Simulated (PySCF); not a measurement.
GeH5O3P.

```xyz
10

O     -0.3765     0.0945     1.8628
Ge    -0.2540     0.0135     0.0915
O     -1.1272     1.4915    -0.4011
O     -1.0948    -1.4506    -0.4652
P      1.8846    -0.1255    -0.7973
H     -0.7835     0.9305     2.1333
H     -1.3100     1.5269    -1.3497
H     -1.8489    -1.6624     0.1034
H      2.2020    -1.2487     0.0262
H      2.3869     0.8212     0.1479
```
Charge 0, spin multiplicity 1.

Coordinates come from a B3LYP-D3(BJ)/def2-SVP optimisation. The values are those of a single conformer.

Calculation: B3LYP/pcSseg-1 run with PySCF. Non-relativistic, no solvent.

Computed absolute GIAO shielding of each atom: isotropic value and principal components (ppm):
```json
[
 {"atom": "O1", "σ(iso)": "258.4", "σ11": "229.1", "σ22": "234.9", "σ33": "311.4", "span": "82.3"},
 {"atom": "Ge2", "σ(iso)": "1219.2", "σ11": "1138.5", "σ22": "1209.0", "σ33": "1310.3", "span": "171.8"},
 {"atom": "O3", "σ(iso)": "250.5", "σ11": "215.7", "σ22": "236.9", "σ33": "298.8", "span": "83.1"},
 {"atom": "O4", "σ(iso)": "249.0", "σ11": "212.1", "σ22": "229.0", "σ33": "305.9", "span": "93.8"},
 {"atom": "P5", "σ(iso)": "559.3", "σ11": "509.6", "σ22": "574.5", "σ33": "593.7", "span": "84.1"},
 {"atom": "H6", "σ(iso)": "29.5", "σ11": "21.2", "σ22": "24.9", "σ33": "42.4", "span": "21.3"},
 {"atom": "H7", "σ(iso)": "29.9", "σ11": "21.9", "σ22": "24.8", "σ33": "42.9", "span": "20.9"},
 {"atom": "H8", "σ(iso)": "29.7", "σ11": "21.8", "σ22": "23.9", "σ33": "43.5", "span": "21.7"},
 {"atom": "H9", "σ(iso)": "29.3", "σ11": "24.1", "σ22": "27.0", "σ33": "36.8", "span": "12.6"},
 {"atom": "H10", "σ(iso)": "29.6", "σ11": "24.5", "σ22": "27.2", "σ33": "37.3", "span": "12.8"}
]
```
